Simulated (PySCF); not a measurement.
Tc (SMILES [Tc]), sextet (core potentials on Tc); WB97X/def2-SV(P) (PySCF).

Input for PySCF:
```python
from pyscf import gto, scf, dft

mol = gto.M(
    atom='''
Tc    0.00000000    0.00000000    0.00000000
''',
    basis='def2-sv(p)',
    ecp={'Tc': 'def2-sv(p)'},
    spin=5,
    verbose=4,
)

mf = dft.UKS(mol)
mf.xc = 'wb97x'
mf.kernel()
```

What the program printed (banner, timings and long lists left out):

```
PySCF version 2.14.0

[INPUT] verbose = 4
[INPUT] num. atoms = 1
[INPUT] num. electrons = 15
[INPUT] charge = 0
[INPUT] spin (= nelec alpha-beta = 2S) = 5
[INPUT] symmetry False subgroup None
[INPUT] Mole.unit = angstrom
[INPUT] Symbol           X                Y                Z      unit          X                Y                Z       unit  Magmom
[INPUT]  1 Tc     0.000000000000   0.000000000000   0.000000000000 AA    0.000000000000   0.000000000000   0.000000000000 Bohr   0.0

nuclear repulsion = 0
number of shells = 10
number of NR pGTOs = 50
number of NR cGTOs = 24
basis = def2-sv(p)
ecp = {'Tc': 'def2-sv(p)'}

******** <class 'pyscf.dft.uks.UKS'> ********
method = UKS
initial guess = minao
damping factor = 0
level_shift factor = 0
DIIS = <class 'pyscf.scf.diis.CDIIS'>
diis_start_cycle = 1
diis_space = 8
diis_damp = 0
SCF conv_tol = 1e-09
SCF conv_tol_grad = None
SCF max_cycles = 50
direct_scf = True
direct_scf_tol = 1e-13
number electrons alpha = 10  beta = 5
XC library pyscf.dft.libxc version 7.1.2
    S. Lehtola, C. Steigemann, M. J. T. Oliveira, and M. A. L. Marques,  SoftwareX 7, 1–5 (2018)
XC functionals = wb97x
    J.-D. Chai and M. Head-Gordon,  J. Chem. Phys. 128, 084106 (2008)
radial grids:
    Treutler-Ahlrichs [JCP 102, 346 (1995); DOI:10.1063/1.469408] (M4) radial grids

becke partition: Becke, JCP 88, 2547 (1988); DOI:10.1063/1.454033
pruning grids: <function nwchem_prune>
grids dens level: 3
symmetrized grids: False
atomic radii adjust function: <function treutler_atomic_radii_adjust>
small_rho_cutoff = 0
Set gradient conv threshold to 3.16228e-05
tot grids = 22176
init E= -72.0968113539256

cycle= 1 E= -80.6153082066974  delta_E= -8.52  |g|= 0.226  |ddm|= 2.08
cycle= 2 E= -80.6317401432565  delta_E= -0.0164  |g|= 0.11  |ddm|= 0.463
cycle= 3 E= -80.6378125189609  delta_E= -0.00607  |g|= 0.0139  |ddm|= 0.169
cycle= 4 E= -80.6380018380072  delta_E= -0.000189  |g|= 0.00298  |ddm|= 0.0322
cycle= 5 E= -80.6380267277072  delta_E= -2.49e-05  |g|= 0.000965  |ddm|= 0.0139
cycle= 6 E= -80.6380341652292  delta_E= -7.44e-06  |g|= 0.000895  |ddm|= 0.00562
cycle= 7 E= -80.6380363641067  delta_E= -2.2e-06  |g|= 0.000901  |ddm|= 0.00163
cycle= 8 E= -80.6380106725495  delta_E= 2.57e-05  |g|= 0.000836  |ddm|= 0.0205
cycle= 9 E= -80.6380077385691  delta_E= 2.93e-06  |g|= 0.000794  |ddm|= 0.0062
cycle= 10 E= -80.638026350017  delta_E= -1.86e-05  |g|= 0.000575  |ddm|= 0.0222
cycle= 11 E= -80.6380448294739  delta_E= -1.85e-05  |g|= 0.000266  |ddm|= 0.0474
cycle= 12 E= -80.638044049818  delta_E= 7.8e-07  |g|= 0.000143  |ddm|= 0.00668
cycle= 13 E= -80.6380440092746  delta_E= 4.05e-08  |g|= 6.94e-05  |ddm|= 0.00709
cycle= 14 E= -80.638044057985  delta_E= -4.87e-08  |g|= 6.55e-05  |ddm|= 0.00062
cycle= 15 E= -80.638044076625  delta_E= -1.86e-08  |g|= 6.48e-05  |ddm|= 0.00037
cycle= 16 E= -80.6380441242998  delta_E= -4.77e-08  |g|= 6.47e-05  |ddm|= 0.000407
cycle= 17 E= -80.6380441900415  delta_E= -6.57e-08  |g|= 6.47e-05  |ddm|= 0.00056
cycle= 18 E= -80.6380447299856  delta_E= -5.4e-07  |g|= 6.42e-05  |ddm|= 0.00462
cycle= 19 E= -80.638047029587  delta_E= -2.3e-06  |g|= 6.26e-05  |ddm|= 0.0212
cycle= 20 E= -80.6380465509111  delta_E= 4.79e-07  |g|= 5.87e-05  |ddm|= 0.00462
cycle= 21 E= -80.6380517237161  delta_E= -5.17e-06  |g|= 0.000166  |ddm|= 0.0505
cycle= 22 E= -80.638052065326  delta_E= -3.42e-07  |g|= 0.000165  |ddm|= 0.0028
cycle= 23 E= -80.6380522839676  delta_E= -2.19e-07  |g|= 0.000204  |ddm|= 0.0031
cycle= 24 E= -80.6380522255805  delta_E= 5.84e-08  |g|= 0.000205  |ddm|= 0.000534
cycle= 25 E= -80.6380523402169  delta_E= -1.15e-07  |g|= 0.000217  |ddm|= 0.00111
cycle= 26 E= -80.6380514197123  delta_E= 9.21e-07  |g|= 0.000154  |ddm|= 0.00865
cycle= 27 E= -80.638047814388  delta_E= 3.61e-06  |g|= 6.06e-05  |ddm|= 0.0355
cycle= 28 E= -80.6380482338863  delta_E= -4.19e-07  |g|= 5.88e-05  |ddm|= 0.00418
cycle= 29 E= -80.6380476275961  delta_E= 6.06e-07  |g|= 5.69e-05  |ddm|= 0.00606
cycle= 30 E= -80.6380479485207  delta_E= -3.21e-07  |g|= 5.76e-05  |ddm|= 0.00319
cycle= 31 E= -80.6380477580839  delta_E= 1.9e-07  |g|= 5.79e-05  |ddm|= 0.00192
cycle= 32 E= -80.6380473931814  delta_E= 3.65e-07  |g|= 6.04e-05  |ddm|= 0.00366
cycle= 33 E= -80.6380477459378  delta_E= -3.53e-07  |g|= 5.89e-05  |ddm|= 0.0035
cycle= 34 E= -80.6380563907305  delta_E= -8.64e-06  |g|= 0.000314  |ddm|= 0.0793
cycle= 35 E= -80.6380562486596  delta_E= 1.42e-07  |g|= 0.000334  |ddm|= 0.00109
cycle= 36 E= -80.6380510264847  delta_E= 5.22e-06  |g|= 0.000168  |ddm|= 0.0457
cycle= 37 E= -80.6380516056221  delta_E= -5.79e-07  |g|= 0.000189  |ddm|= 0.00572
cycle= 38 E= -80.6380504033184  delta_E= 1.2e-06  |g|= 0.000197  |ddm|= 0.0115
cycle= 39 E= -80.6380444461638  delta_E= 5.96e-06  |g|= 0.000298  |ddm|= 0.0564
cycle= 40 E= -80.6380466227569  delta_E= -2.18e-06  |g|= 0.000291  |ddm|= 0.0194
cycle= 41 E= -80.6380464338301  delta_E= 1.89e-07  |g|= 0.000332  |ddm|= 0.00137
cycle= 42 E= -80.6380500056753  delta_E= -3.57e-06  |g|= 0.000357  |ddm|= 0.0358
cycle= 43 E= -80.6380525417042  delta_E= -2.54e-06  |g|= 0.000291  |ddm|= 0.0229
cycle= 44 E= -80.6380533542595  delta_E= -8.13e-07  |g|= 0.000276  |ddm|= 0.00684
cycle= 45 E= -80.6380534596723  delta_E= -1.05e-07  |g|= 0.000276  |ddm|= 0.000942
cycle= 46 E= -80.6380540253198  delta_E= -5.66e-07  |g|= 0.000276  |ddm|= 0.00514
cycle= 47 E= -80.6380463889773  delta_E= 7.64e-06  |g|= 7.19e-05  |ddm|= 0.0734
cycle= 48 E= -80.638044122621  delta_E= 2.27e-06  |g|= 0.000231  |ddm|= 0.0204
cycle= 49 E= -80.6380467549165  delta_E= -2.63e-06  |g|= 0.000225  |ddm|= 0.0238
cycle= 50 E= -80.6380460922509  delta_E= 6.63e-07  |g|= 0.000286  |ddm|= 0.00674
SCF not converged.
SCF energy = -80.6380460922509 after 50 cycles  <S^2> = 8.7530713  2S+1 = 6.0010237
```

Convergence was not reached.
